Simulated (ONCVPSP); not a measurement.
**An all-electron radial function and its pseudo partner (thallium)**

Columns: radius, all-electron u(r) and pseudo u(r) of the 5s shell (level -131.30 eV) of thallium in the configuration [Kr] 4d10 4f14 5s2 5p6 5d10 6s2 6p1; LDA (Perdew-Wang 92), scalar-relativistic, ONCV scheme, ONCVPSP 4.0.1.

```
r (bohr)  all-electron  pseudo
   0.128        0.4961  0.2606
   0.256       -0.5344  0.5153
   0.384       -0.5068  0.7509
   0.512        0.3628  0.9455
   0.640        1.0254  1.0740
   0.768        1.2766  1.1183
   0.896        1.2399  1.0761
   1.024        1.0650  0.9625
   1.152        0.8517  0.8057
   1.280        0.6511  0.6366
   1.408        0.4830  0.4803
   1.536        0.3507  0.3505
   1.664        0.2509  0.2508
   1.792        0.1774  0.1773
   1.920        0.1244  0.1244
   2.048        0.0867  0.0866
   2.176        0.0601  0.0600
   2.304        0.0415  0.0414
   2.432        0.0285  0.0285
   2.560        0.0196  0.0196
   2.688        0.0134  0.0134
   2.816        0.0091  0.0091
   2.944        0.0062  0.0062
   3.072        0.0042  0.0042
   3.200        0.0029  0.0029
   3.328        0.0020  0.0020
```

Question: How many radial nodes do the two functions have?

Answer: The all-electron 5s function has n − l − 1 = 4 (the table is too coarse to show those close to the nucleus); the pseudo-wave has 0, since the states of the same l below it are removed with the core.

Question: At about which radius was the pseudo-wave matched?

Answer: 1.64 bohr, where the columns begin to agree (steps of 0.13 bohr).

Question: Is the pseudo-wave norm-conserving?

Answer: Yes: the ONCV scheme keeps the norm inside the radius equal to the all-electron one, which fixes the energy derivative of the logarithmic derivative at the level.
